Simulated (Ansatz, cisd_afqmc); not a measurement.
System: TlCl, charge 1, doublet. TlCl+ (parent SMILES [Cl][Tl], doublet).
B3LYP-D3(BJ)/def2-TZVP minimum from Ansatz (a first-principles code):
```xyz
2

Tl     0.0000     0.0000    -0.4591
Cl     0.0000     0.0000     2.1874
```
Charge +1, spin multiplicity 2.

Total energies in def2-SVP, 9 correlated electrons, 14 frozen orbitals. UHF or UKS for unpaired electrons; spin-orbit terms are left out. Cores are frozen in correlated methods (noble-gas shells, and filled d and f shells in the p block). Past Kr the def2 sets carry scalar-relativistic core potentials. AFQMC is phaseless with a CISD trial state; ± is one standard error, without the phaseless bias. Outlying blocks are dropped, and bars are widened where a walk drifts. Over all cases where full CI ran beside it in this data, AFQMC minus full CI had a median of +0.1 mEh and passed +0.4 mEh in a tenth of the cases. Spin-orbit terms, left out, reach several kcal/mol for Br and I, and more for heavier atoms. The UHF reference of ClTl+ (parent SMILES [Cl][Tl], doublet) is spin-contaminated (<S^2> up to 0.04 over the pure value in the sets run). The spin of ClTl+ (parent SMILES [Cl][Tl], doublet) was assumed, and the state is the lowest solution found for it.

| method | program | energy (Eh) | minus CCSDTQ (mEh) |
|---|---|---|---|
| HF | Ansatz | -630.63515 | 163.62 |
| MP2 | Ansatz | -630.77075 | 28.02 |
| CCSD | Ansatz | -630.79551 | 3.26 |
| CCSD(T) | Ansatz | -630.79800 | 0.77 |
| CCSDT(Q) | Ansatz | -630.79876 | 0.00 |
| CCSDTQ | Ansatz | -630.79877 | 0.00 |
| AFQMC/CISD | cisd_afqmc | -630.7984 ± 0.0002 | 0.4 ± 0.2 |

Rough core times of Ansatz's runs on a shared machine: CCSD(T) 20 s, CCSDT(Q) 40 s, CCSDTQ 10 min.
